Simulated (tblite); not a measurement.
Compound: C8H7O3 (charge -1).
Cartesian coordinates in Å at the GFN2-xTB level; atoms count from 1:
```
atom  x, y, z in Å
O1     4.969    0.180    0.695
C2     3.745    0.135    0.579
C3     3.028    0.150   -0.640
C4     1.658    0.099   -0.784
C5     0.680    0.022    0.205
C6    -0.674   -0.024   -0.089
C7    -1.670   -0.099    0.865
C8    -3.066   -0.150    0.645
O9    -3.904   -0.218    1.573
C10   -3.634   -0.126   -0.737
O11   -3.077   -0.062   -1.811
H12    3.124    0.077    1.497
H13    3.634    0.207   -1.537
H14    1.282    0.121   -1.804
H15    0.977   -0.005    1.245
H16   -0.961    0.002   -1.131
H17   -1.374   -0.124    1.909
H18   -4.746   -0.177   -0.691
```

Computed geometry: GFN2-xTB, gas phase.

Masses are those of the commonest isotopes; rigid-rotor values at the optimised geometry. The values belong to one conformer with, in the numbering `[O:1]=[CH:2]\[CH:3]=[CH:4]/[CH:5]=[CH:6]/[CH:7]=[C:8](/[O-:9])[CH:10]=[O:11]`, O1–C2–C3–C4 180°, C3–C4–C5–C6 180°, C5–C6–C7–C8 180°, C7–C8–C10–O11 0°.

Task: Give the principal moments of inertia and the rotational constants in GHz.

Result: Ia = 151.36, Ib = 1465.86, Ic = 1617.22 u·Å²; 505379 MHz·u·Å²/I gives 3339, 344.8 and 312.5 MHz, that is A = 3.3389, B = 0.3448, C = 0.3125 GHz.

Task: Classify the top.

Result: A near-prolate asymmetric top; Ray's κ = -0.979.

Task: What does the inertial defect say?

Result: Planar: Δ = Ic − Ia − Ib = 0.00 u·Å². For a rigid frame Δ = −2 Σ m c², so it vanishes when all atoms lie in the ab plane; here none is more than 0.01 Å from it.

Task: Where do the levels up to J = 4 lie, in MHz?

Result: Above 0(0,0):
J = 1: 1(0,1) 657, 1(1,1) 3651, 1(1,0) 3684
J = 2: 2(0,2) 1972, 2(1,2) 4934, 2(1,1) 5030, 2(2,1) 14013, 2(2,0) 14013
J = 3: 3(0,3) 3942, 3(1,3) 6857, 3(1,2) 7050, 3(2,2) 15985, 3(2,1) 15986, 3(3,1) 31036, 3(3,0) 31036
J = 4: 4(0,4) 6569, 4(1,4) 9421, 4(1,3) 9744, 4(2,3) 18614, 4(2,2) 18617, 4(3,2) 33666, 4(3,1) 33666, 4(4,1) 54737, 4(4,0) 54737
The levels of one J sum to (2J + 1)J(J + 1)(A + B + C)/3.

Its GFN2-xTB frequencies are all real (lowest 19 cm⁻¹). Constants of a rigid frame at the computed geometry: no zero-point averaging, no centrifugal distortion.

On one thread of an Arm Neoverse V1, shared host with 32 logical CPUs at a one-minute load of 12, this took 0.29 s. This is the geometry optimisation.
